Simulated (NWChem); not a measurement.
System: C$_{2}$H$_{8}$SSi; SMILES C[SiH](C)S

Parts of the log:

```
             Northwest Computational Chemistry Package (NWChem) 7.3.0
             --------------------------------------------------------

                             Geometry "geometry" -> ""
                             -------------------------

 Output coordinates in angstroms (scale by  1.889725989 to convert to a.u.)

  No.       Tag          Charge          X              Y              Z
 ---- ---------------- ---------- -------------- -------------- --------------
    1 Si                  14.0000    -0.39394900     0.38447700     0.00000000
    2 C                    6.0000     0.27078100     1.21420100    -1.54713900
    3 C                    6.0000     0.27078100     1.21420100     1.54713900
    4 S                   16.0000     0.04820000    -1.73248600     0.00000000
    5 H                    1.0000    -1.88799500     0.40763900     0.00000000
    6 H                    1.0000     1.37159900     1.17599000    -1.57216900
    7 H                    1.0000    -0.10698000     0.71356500    -2.45109900
    8 H                    1.0000    -0.03113900     2.27364800    -1.58284200
    9 H                    1.0000    -0.10698000     0.71356500     2.45109900
   10 H                    1.0000     1.37159900     1.17599000     1.57216900
   11 H                    1.0000    -0.03113900     2.27364800     1.58284200
   12 H                    1.0000     1.39071000    -1.57237200     0.00000000

 Effective nuclear repulsion energy (a.u.)     219.0024668231

                                 NWChem DFT Module
                                 -----------------

 Summary of "ao basis" -> "ao basis" (spherical)
 ------------------------------------------------------------------------------
       Tag                 Description            Shells   Functions and Types
 ---------------- ------------------------------  ------  ---------------------
 Si                         def2-svp                 8       18   4s3p1d
 C                          def2-svp                 6       14   3s2p1d
 S                          def2-svp                 8       18   4s3p1d
 H                          def2-svp                 3        5   2s1p

 in cosmo_initialize ...
 calling solv_data for solv:hexane

 solvent parameters
 solvname_short: hexane
 solvname_long:  n-hexane
 dielec:        1.8819
 dielecinf:     1.8903
 nonaqueous SMD model solvent descriptors
 dielec:        1.8819
 sola:          0.0000
 solb:          0.0000
 solc:          0.0000
 solg:         25.7500
 solh:          0.0000
 soln:          1.3749

          ---------------
          -cosmo- solvent
          ---------------
 Cosmo: York-Karplus, doi: 10.1021/jp992097l
 dielectric constant -eps-     =   1.88
 screen = (eps-1)/(eps    )    =   0.46862
 surface charge correction     = lagrangian

   van der Waals surface
 --------------------------

 ---------- ATOMIC COORDINATES (A.U.) ------------ VDWR(ANG.) --
     1   -0.74445566    0.72655618    0.00000000     2.470
     2    0.51170189    2.29450719   -2.92366878     1.850
     3    0.51170189    2.29450719    2.92366878     1.850
     4    0.09108479   -3.27392382    0.00000000     2.490
     5   -3.56779322    0.77032601    0.00000000     1.200
     6    2.59194628    2.22229887   -2.97096862     1.200
     7   -0.20216289    1.34844233   -4.63190548     1.200
     8   -0.05884418    4.29657171   -2.99113766     1.200
     9   -0.20216289    1.34844233    4.63190548     1.200
    10    2.59194628    2.22229887    2.97096862     1.200
    11   -0.05884418    4.29657171    2.99113766     1.200
    12    2.62806083   -2.97135223    0.00000000     1.200
 number of segments per atom =        128
 number of   points per atom =        128
 atom (   nspa,  nppa )
 ----------------------
    1 (     52,     0 )       0
    2 (     43,     0 )       0
    3 (     43,     0 )       0
    4 (     98,     0 )       0
    5 (     36,     0 )       0
    6 (     53,     0 )       0
    7 (     53,     0 )       0
    8 (     50,     0 )       0
    9 (     53,     0 )       0
   10 (     53,     0 )       0
   11 (     50,     0 )       0
   12 (     20,     0 )       0
 number of -cosmo- surface points =      604
 molecular surface =    140.503 angstrom**2
 molecular volume  =    132.739 angstrom**3
 -lineq- algorithm             =   0
 -bem- low  level              =   3
 -bem- from -octahedral-
 gaussian surface charge width =   4.50000
 degree of switching           =   1.00000
 switching function tolerance  =   0.00010
 atomic radii =
 --------------
    1 14.000  2.470
    2  6.000  1.850
    3  6.000  1.850
    4 16.000  2.490
    5  1.000  1.200
    6  1.000  1.200
    7  1.000  1.200
    8  1.000  1.200
    9  1.000  1.200
   10  1.000  1.200
   11  1.000  1.200
   12  1.000  1.200
 ...... end of -cosmo- initialization ......

 nat:                    12
 ixmem:                  7844
 calling mnsol_interface()
 G(SMD-CDS) energy (kcal/mol)  =    -1.546
 SMD-CDS SASA (angstrom**2)    =   163.872

            General Information
            -------------------
          SCF calculation type: DFT
          Wavefunction type:  closed shell.
          No. of atoms     :    12
          No. of electrons :    50
           Alpha electrons :    25
            Beta electrons :    25
          Charge           :     0
          Spin multiplicity:     1
          Use of symmetry is: off; symmetry adaption is: off
          Maximum number of iterations: 150
          AO basis - number of functions:   104
                     number of shells:    52
          Convergence on energy requested:  1.00D-06
          Convergence on density requested:  1.00D-05
          Convergence on gradient requested:  5.00D-04

              XC Information
              --------------
                       M06-2X Method XC Functional
                     Hartree-Fock (Exact) Exchange  0.540
                        M06-2X Exchange Functional  1.000
                      M06-2X Correlation Potential  1.000

             Grid Information
             ----------------
          Grid used for XC integration:  medium
          Radial quadrature: Mura-Knowles
          Angular quadrature: Lebedev.
          Tag              B.-S. Rad. Rad. Pts. Rad. Cut. Ang. Pts.
          ---              ---------- --------- --------- ---------
          Si                  1.10       88           8.0       590
          C                   0.70       49          11.0       434
          S                   1.00       88          11.0       590
          H                   0.35       45          12.0       434
          Grid pruning is: on
          Number of quadrature shells:   634
          Spatial weights used:  Erf1

      Superposition of Atomic Density Guess
      -------------------------------------

 Sum of atomic energies:        -765.32971590

      Non-variational initial energy
      ------------------------------

 Total energy =    -767.367170
 1-e energy   =   -1490.002012
 2-e energy   =     503.632375
 HOMO         =      -0.308839
 LUMO         =       0.086337

   convergence    iter        energy       DeltaE   RMS-Dens  Diis-err
 ---------------- ----- ----------------- --------- --------- ---------
     COSMO gas phase
 d= 0,ls=0.0,diis     1   -768.3627440725 -9.87D+02  5.85D-03  2.43D-01
 d= 0,ls=0.0,diis     2   -768.3927067751 -3.00D-02  2.47D-03  4.35D-02
 d= 0,ls=0.0,diis     3   -768.3981883835 -5.48D-03  6.32D-04  5.49D-03
 d= 0,ls=0.0,diis     4   -768.3989715745 -7.83D-04  1.10D-04  6.89D-05
 d= 0,ls=0.0,diis     5   -768.3989834121 -1.18D-05  3.66D-05  9.83D-06
  Resetting Diis
 d= 0,ls=0.0,diis     6   -768.3989849745 -1.56D-06  7.20D-06  4.50D-07
 d= 0,ls=0.0,diis     7   -768.3989850399 -6.54D-08  3.24D-06  3.41D-08

   convergence    iter        energy       DeltaE   RMS-Dens  Diis-err
 ---------------- ----- ----------------- --------- --------- ---------
     COSMO solvation phase
 d= 0,ls=0.0,diis     1   -768.4036351261 -4.65D-03  5.41D-04  4.16D-04
 d= 0,ls=0.0,diis     2   -768.4037591609 -1.24D-04  1.34D-04  1.12D-04
 d= 0,ls=0.0,diis     3   -768.4037762548 -1.71D-05  4.00D-05  6.52D-06
 d= 0,ls=0.0,diis     4   -768.4037774984 -1.24D-06  1.02D-05  6.34D-07
 d= 0,ls=0.0,diis     5   -768.4037776016 -1.03D-07  2.65D-06  5.40D-08

         Total DFT energy =     -768.403777601630
      One electron energy =    -1494.259485913857
           Coulomb energy =      567.264501740063
    Exchange-Corr. energy =      -60.368309422947
 Nuclear repulsion energy =      219.002466823108

             COSMO energy =       -0.042950827996

 Numeric. integr. density =       49.999992849301

                                COSMO-SMD solvation results
                                ---------------------------

             internal energy in gas <Psi(g)|H|Psi(g)> =      -768.398985039911
         internal energy in solvent <Psi(s)|H|Psi(s)> =      -768.398828478659
                               delta internal energy  =         0.000156561252 (    0.10 kcal/mol)
   total free energy in solvent <Psi(s)|H+V/2|Psi(s)> =      -768.401314441068
 polarization energy contribution <Psi(s)|V/2|Psi(s)> =        -0.002485962409 (   -1.56 kcal/mol)
    total free energy in solvent including G(SMD-CDS) =      -768.403777601630
                       G(SMD-CDS) energy contribution =        -0.002463160562 (   -1.55 kcal/mol)
     1 M fixed-concentration free energy of solvation =        -0.004792561719 (   -3.01 kcal/mol)

                       DFT Final Molecular Orbital Analysis
                       ------------------------------------

 Vector   23  Occ=2.000000D+00  E=-3.786796D-01
              MO Center=  7.0D-02,  7.0D-01,  1.3D-07, r^2= 3.7D+00
   Bfn.  Coefficient  Atom+Function         Bfn.  Coefficient  Atom+Function
  ----- ------------  ---------------      ----- ------------  ---------------
    24      0.301573   2 C  pz               38      0.301573   3 C  pz
    10     -0.269455   1 Si pz               13     -0.181811   1 Si pz
    27      0.176396   2 C  pz               41      0.176396   3 C  pz
    59     -0.168333   4 S  pz               75     -0.155062   7 H  s
    85      0.155062   9 H  s                 7      0.150004   1 Si pz

 Vector   24  Occ=2.000000D+00  E=-3.587104D-01
              MO Center=  2.2D-02, -8.6D-01, -8.7D-09, r^2= 3.8D+00
   Bfn.  Coefficient  Atom+Function         Bfn.  Coefficient  Atom+Function
  ----- ------------  ---------------      ----- ------------  ---------------
    58      0.449074   4 S  py               55      0.352698   4 S  py
     9     -0.219409   1 Si py               52      0.199713   4 S  py
    50     -0.179300   4 S  s                49     -0.140853   4 S  s
    23      0.134751   2 C  py               37      0.134751   3 C  py
     6      0.120014   1 Si py               12     -0.118803   1 Si py

 Vector   25  Occ=2.000000D+00  E=-3.020661D-01
              MO Center=  6.5D-02, -1.3D+00,  2.4D-08, r^2= 2.7D+00
   Bfn.  Coefficient  Atom+Function         Bfn.  Coefficient  Atom+Function
  ----- ------------  ---------------      ----- ------------  ---------------
    59      0.621714   4 S  pz               56      0.418486   4 S  pz
    53      0.237843   4 S  pz               21      0.148254   2 C  s
    35     -0.148254   3 C  s                24      0.105072   2 C  pz
    38      0.105072   3 C  pz               23     -0.086728   2 C  py
    37      0.086728   3 C  py               10     -0.074000   1 Si pz

 Vector   26  Occ=0.000000D+00  E= 7.475927D-02
              MO Center=  1.1D+00, -8.2D-01, -7.0D-08, r^2= 4.9D+00
   Bfn.  Coefficient  Atom+Function         Bfn.  Coefficient  Atom+Function
  ----- ------------  ---------------      ----- ------------  ---------------
   101      1.130607  12 H  s                50     -0.950098   4 S  s
    21     -0.828118   2 C  s                35     -0.828117   3 C  s
    57     -0.737801   4 S  px                4      0.654814   1 Si s
    71      0.478165   6 H  s                91      0.478165  10 H  s
    12     -0.318442   1 Si py                3     -0.292322   1 Si s

 Vector   27  Occ=0.000000D+00  E= 8.731737D-02
              MO Center= -2.2D-01,  8.4D-01,  9.0D-08, r^2= 5.7D+00
   Bfn.  Coefficient  Atom+Function         Bfn.  Coefficient  Atom+Function
  ----- ------------  ---------------      ----- ------------  ---------------
    21      1.502541   2 C  s                35      1.502542   3 C  s
    12     -1.294425   1 Si py                4     -0.682245   1 Si s
    50     -0.678773   4 S  s                58     -0.468999   4 S  py
    71     -0.446101   6 H  s                91     -0.446102  10 H  s
    76     -0.439081   7 H  s                86     -0.439081   9 H  s

 Vector   28  Occ=0.000000D+00  E= 9.262514D-02
              MO Center=  1.4D-01,  1.4D-01, -2.5D-08, r^2= 5.4D+00
   Bfn.  Coefficient  Atom+Function         Bfn.  Coefficient  Atom+Function
  ----- ------------  ---------------      ----- ------------  ---------------
    11      1.018016   1 Si px               21     -0.903313   2 C  s
    35     -0.903313   3 C  s                81      0.606741   8 H  s
    96      0.606741  11 H  s                66      0.586934   5 H  s
     4      0.562665   1 Si s                58     -0.548343   4 S  py
   101     -0.450406  12 H  s                12     -0.378236   1 Si py

     Multipole analysis of the density
     ---------------------------------

     L   x y z        total         alpha         beta         nuclear
     -   - - -        -----         -----         ----         -------
     0   0 0 0      0.000000    -25.000000    -25.000000     50.000000

     1   1 0 0      0.510275     -0.193636     -0.193636      0.897546
     1   0 1 0      0.804204      0.973757      0.973757     -1.143309
     1   0 0 1     -0.000000     -0.000000     -0.000000      0.000000

     2   2 0 0    -29.700947    -36.947822    -36.947822     44.194696
     2   1 1 0     -1.250039     -1.453799     -1.453799      1.657559
     2   1 0 1     -0.000000     -0.000000     -0.000000     -0.000000
     2   0 2 0    -32.697261   -167.309620   -167.309620    301.921979
     2   0 1 1      0.000000      0.000000      0.000000      0.000000
     2   0 0 2    -31.282591   -106.156438   -106.156438    181.030284
```

Level: M06-2X/def2-SVP, SMD on the gas-phase geometry. All runs use the structure optimised with PBE0/def2-SVP. Solvent: n-hexane.

**Question.** Reconstruct the input file.

**Answer.** Several could match; the one computed here: the input that was run:
```
start job
memory heap 200 mb stack 900 mb global 1100 mb
geometry units angstroms noautosym nocenter noautoz
  Si    -0.393949     0.384477     0.000000
  C      0.270781     1.214201    -1.547139
  C      0.270781     1.214201     1.547139
  S      0.048200    -1.732486     0.000000
  H     -1.887995     0.407639     0.000000
  H      1.371599     1.175990    -1.572169
  H     -0.106980     0.713565    -2.451099
  H     -0.031139     2.273648    -1.582842
  H     -0.106980     0.713565     2.451099
  H      1.371599     1.175990     1.572169
  H     -0.031139     2.273648     1.582842
  H      1.390710    -1.572372     0.000000
end
basis spherical
  * library def2-svp
end
dft
  xc m06-2x
  iterations 150
end
cosmo
  do_cosmo_smd true
  solvent hexane
end
task dft energy
```
